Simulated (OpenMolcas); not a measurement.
**Fe3+: ligand-field states by method**

Fe3+ with its 6 nearest fluoride ions at 1.949 Å, on the Ga site of K2NaGaF6 (a = 8.246 Å, distance in the model lattice 1.938 Å). The rest of the host is ab initio model potentials to 7.6 Å, with orthogonalisation functions on the cations behind the ligands, and point charges beyond; the distance is set by hand and nothing relaxes. Ligand basis ANO-RCC-VDZP.
```
Fe    0.0000    0.0000    0.0000
F     1.9490    0.0000    0.0000
F     0.0000    1.9490    0.0000
F    -1.9490    0.0000    0.0000
F     0.0000   -1.9490    0.0000
F     0.0000    0.0000    1.9490
F     0.0000    0.0000   -1.9490
```

- Program: OpenMolcas 26.06
- Basis: ANO-RCC-VDZP [5s4p2d1f]
- Scalar Hamiltonian: DKH2, point nucleus
- Active space: 5 electrons in 5 orbitals (3d)
- State averaging: 2S+1 = 6 even, 1 root; 2S+1 = 4 even, 24 roots; 2S+1 = 2 even, 75 roots
- Spin-orbit coupling: state interaction with AMFI integrals over the reference wave functions

I. CASSCF
II. SS-CASPT2, IPEA 0.25 Eh, imaginary shift 0.1 Eh (closed shells correlated: 3s 3p and the ligand valence shells)

Spin-free states (labels of O, the rotations of Oh) in cm-1, each column counted from its own energy of the first state listed:

```csv
State,Degeneracy,I,II
6A1,1,0,0
4T1,3,25641,17350
4T2,3,31468,22240
2T2,3,33521,18760
4A1,1,34187,27750
4E,2,34539,27760
4T2,3,40205,30660
2T1,3,41359,29340
2A2,1,41394,28100
4E,2,42646,33530
2T2,3,43400,31020
2E,2,45493,32690
4T1,3,47433,42770
2A1,1,48495,38920
2T2,3,51501,40210
2E,2,51646,38740
2T1,3,51875,36900
2T2,3,55956,41660
4A2,1,56812,44890
2A1,1,59058,44510
```

From I to II, I's first state of another spin (4T1) moves from 25641 to 17350 cm-1, by about -8300 cm-1.

I: A least-squares ligand-field fit to the states below 45000 cm-1, each weighted by its degeneracy and with a free common offset, gives 10Dq = 11713 cm-1, B = 1215 cm-1 and C = 4432 cm-1 (C/B = 3.65), with an rms deviation of 146 cm-1. The same method and metal basis give the free ion B = 1302 cm-1 (fit to its terms below 60000 cm-1, rms deviation 22 cm-1), so the nephelauxetic ratio is β = 1215 / 1302 = 0.93; it hangs on how both fits weigh the states, and computed free-ion B values tend to be too large, so β mixes covalency with correlation.

χT at 300 K: I 4.39, II 4.38 cm3 K/mol.

Roots that are degenerate in the reference are averaged as groups; the widest CASPT2 spread within a group is 400 cm-1 (the 3-fold group of multiplicity 2 near 46600 cm-1 above the lowest state of its run, II). Shifts and gaps below about the spread of the groups concerned are not significant. Over all roots computed the reference weight is 0.71 to 0.74 in II; a low but even weight reflects the number of correlated electrons. Ligand-to-metal charge-transfer states are missing. With no ligand orbital active B as a rule stays too high, so bands that hang on it stand too high and its fall with covalency is understated. Without dynamic correlation the repulsion within the d shell is too large (B by tens of per cent), so at a given field states of lower spin stand too high (holds for I). With metal d orbitals alone and no dynamic correlation 10Dq can be off by a tenth to a fifth, either way, in oxide and fluoride hosts (holds for I). These CASPT2 states fit no ligand-field parameters well, so their order and spin gaps are uncertain (holds for II). With one d shell and no ligand orbital active, 10Dq can be off by a tenth or more (holds for II). No measured value stands beside these numbers; the geometry was set by hand and not optimised.
